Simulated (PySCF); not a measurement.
A simulated first-order isotropic EPR spectrum at 33.898 GHz has these lines.

| field (mT) | relative intensity |
| --- | --- |
| 1206.35 | 1 |
| 1206.82 | 3 |
| 1207.05 | 6 |
| 1207.28 | 3 |
| 1207.51 | 18 |
| 1207.75 | 16 |
| 1207.98 | 18 |
| 1208.21 | 45 |
| 1208.45 | 26 |
| 1208.67 | 45 |
| 1208.91 | 60 |
| 1209.14 | 30 |
| 1209.37 | 60 |
| 1209.61 | 45 |
| 1209.84 | 26 |
| 1210.07 | 45 |
| 1210.31 | 18 |
| 1210.53 | 16 |
| 1210.77 | 18 |
| 1211.00 | 3 |
| 1211.23 | 6 |
| 1211.47 | 3 |
| 1211.93 | 1 |

Q: Find the g value from the centre of the pattern.

A: The pattern is symmetric about 1209.14 mT, so g = hν/(μB·B0) = 33898/(13.99624 × 1209.14) = 2.0030, a shift of +0.7 × 10⁻³ from the free-electron value.

Q: Which couplings and how many nuclei make this pattern?

A: The first two lines at either end are about 0.46 mT apart, which is the smallest coupling, and their intensity ratio 1:3 counts the nuclei that share it. In full: a 1:6:15:20:15:6:1 septet of 0.70 mT (20 MHz), from 6 nuclei of spin 1/2; a 1:3:3:1 quartet of 0.46 mT (13 MHz), from 3 nuclei of spin 1/2. Check: Σ 2nI·a is the distance from the first to the last line, 5.58 mT. Of 28 lines 5 fall within 0.012 mT of others and were merged.

Q: The radical has the formula C5H9Si. Propose a structure, and say which nuclei carry the couplings.

A: The pattern alone needn't single out one isomer; the structure behind this simulation is `CC#C[Si](C)C` [radical], numbered [CH3:1][C:2]#[C:3][Si:4]([CH3:5])[CH3:6] (hydrogens: H7, H8, H9 on C1; H10, H11, H12 on C5; H13, H14, H15 on C6). 0.70 mT: 1H at H10 (×6) (2 bonds from Si4; computed sign +); 0.46 mT: 1H at H7/H8/H9 (4 bonds from Si4; computed sign +). Largest spin populations (Mulliken): Si4 (+0.89), C2 (+0.17) and C3 (-0.10). The angles at Si4 add up to 336.2°, so it is pyramidal.

Level of theory: UKS B3LYP, pcH-1 on C H Si, non-relativistic, mean-field spin-orbit, GIAO in PySCF 2.14.0. Geometry: GFN2-xTB; no solvent, vibrations or thermal averaging. GFN2-xTB frequencies show an imaginary mode (21i cm⁻¹), so this geometry is no minimum at that level. The geometry wasn't refined by DFT: couplings that depend on bond lengths, twists or pyramidal angles can differ widely from those at the functional's own minimum, by a factor of two or more for some ions and for spin on atoms past the first row. No stability test was run, so a lower SCF solution isn't excluded.

Class means assume fast exchange of nuclei equivalent by connectivity; if that motion is slow, each nucleus keeps its own coupling. The six 1H nuclei of mean +19.6 MHz run from 0.9 to 55.4 MHz in the frozen geometry. The three 1H nuclei of mean +13.0 MHz run from 7.1 to 24.0 MHz in the frozen geometry.

Rare isotopes and splittings under 0.04 mT were left out of the simulation.
